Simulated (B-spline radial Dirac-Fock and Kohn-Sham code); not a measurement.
**Ir 4f5/2: cross section and angular parameters**

System: the Ir atom in the configuration [Xe] 4f14 5d7 6s2; threshold 63.80 eV (tabulated edge). Calculated with an atomic code on a B-spline grid, using Dirac-Hartree-Slater photoionisation with a Latter tail; cross sections with all multipoles, angular parameters from the dipole term and its interference with E2.

For linearly polarised light dσ/dΩ = σ/(4π) [1 + β P₂(cos θ) + (δ + γ cos²θ) sin θ cos φ], with θ from the polarisation vector and φ the angle between the beam and the projection of the electron momentum on the plane normal to the polarisation.

```tsv
hν (eV)	σ (kb)	β	γ	δ
79.7	237	0.882	-0.013	-0.002
80	237	0.899	-0.013	-0.002
111	432	1.347	0.009	0.005
121	593	1.024	0.007	0.006
150	1200	0.481	0.000	0.009
178	?	?	?	?
400	1750	0.526	0.000	0.024
444	1520	0.585	0.003	0.027
523	1170	0.676	0.010	0.032
547	1080	0.701	0.013	0.033
600	899	0.750	0.019	0.036
735	574	0.848	0.041	0.044
963	289	0.954	0.091	0.057
1010	254	0.969	0.103	0.059
1253.6	137	1.024	0.171	0.073
1420	94.5	1.046	0.222	0.081
2000	31.6	1.065	0.402	0.110
2150	24.8	1.063	0.448	0.117
2820	9.67	1.033	0.634	0.148
3520	4.32	0.990	0.800	0.180
3740	3.45	0.976	0.846	0.190
4490	1.72	0.929	0.987	0.223
5414.7	0.830	0.875	1.132	0.263
5510	0.774	0.870	1.145	0.267
6170	0.493	0.836	1.231	0.295
6910	0.312	0.801	1.315	0.326
8070	0.165	0.753	1.430	0.373
9900	0.0697	0.690	1.578	0.445
```

Question: Give the values at 178 eV.

Answer: σ = 1760 kb, β = 0.308, γ = -0.003, δ = 0.011.
